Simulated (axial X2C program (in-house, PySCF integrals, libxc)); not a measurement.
## Correcting the dissociation energy of HBr for spin–orbit coupling

A spin-free CCSD(T) curve (one-electron X2C) was computed with an in-house all-electron X2C program for linear molecules (integrals from PySCF), basis Br dyall-cv3z [8s9p6d4f1g], H dyall-v3z [6s2p1d] (cores contracted in-house), for the state M_S = 0, Λ = 0 (closed shell). It gives D0 = 3.792 eV to Br + H, which in a spin-free picture are the weighted means of the ground terms.

Correlated methods: 8 electrons correlated (number of frozen shells: Br 3 s, 2 p, 1 d; H none), 144 virtual spin orbitals or spinors in MP2, 74 natural virtuals in coupled cluster.

Measured levels of the ground terms (NIST Handbook of Basic Atomic Spectroscopic Data), in cm⁻¹: Br 2P: J = 3/2 at 0, J = 1/2 at 3685.2; H 2S: J = 1/2 at 0.

The molecular state has Λ = 0, so it has no first-order lowering.

Q: How far does each ground level lie under the (2J+1)-weighted mean of its term?

A: Br: (4 × 0 + 2 × 3685.2)/6 = 1228 cm⁻¹; H: a single level, 0.

Q: Correct D0.

A: D0 = 3.792 + (0 − 1228)/8065.5 = 3.640 eV at CCSD(T) with these spin–orbit terms. The direct two-component run, taken to the lowest atomic determinants of a wider search where it found them, gives 3.650 eV; the difference holds second-order terms in the molecule, scalar two-electron terms, the gap between measured and computed atomic splittings (a 2c atom can miss part of its lowering) and, in coupled cluster, the truncation of each run.

Second-order spin–orbit effects in the molecule, which grow quickly with Z, are left out. The state is a single determinant with fixed occupations, the lowest that a limited PBE0 search found. De is counted from the lowest determinant-based energies of the atoms at the same level, without counterpoise correction. Coupled cluster ran in a truncated set of natural virtual spinors; the MP2 energy of the rest was added. (T) has no such correction and the atoms are truncated less, which lowers De at CCSD(T) by a hundredth of an eV or more.
